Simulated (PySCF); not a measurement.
Basis-set dependence of the excitation energy of Hg+

Hg+ [Xe] 4f14 5d10 6s1 (2S) → Hg+ [Xe] 4f14 5d9 6s1 6p1 (high-spin determinant). All values are computed (PySCF 2.14, energy differences of UHF-based or UKS calculations, no spin-orbit coupling). Values in eV.

```tsv
basis	Hamiltonian	functions	UHF	PBE	PBE0	MP2 (valence)	CCSD(T) (valence)
aug-cc-pVDZ-PP with ECP60MDF	ECP	54	10.212	11.542	11.414	11.741	11.432
def2-TZVPPD with the def2 core potential (60 electrons)	ECP	62	10.204	11.566	11.435	11.846	11.530
aug-cc-pwCVDZ-PP with ECP60MDF	ECP	70	10.115	11.461	11.332	11.719	11.385
def2-QZVPPD with the def2 core potential (60 electrons)	ECP	88	10.193	11.548	11.419	11.865	11.533
aug-cc-pVTZ-PP with one added diffuse shell each of s, p, d, f, g type with ECP60MDF	ECP	113	10.078	11.430	11.299	11.720	n/a
```

Frozen outside the core potential: valence: 5s2 5p6.

One determinant mixes LS terms of the configuration, so the numbers do not refer to single terms.
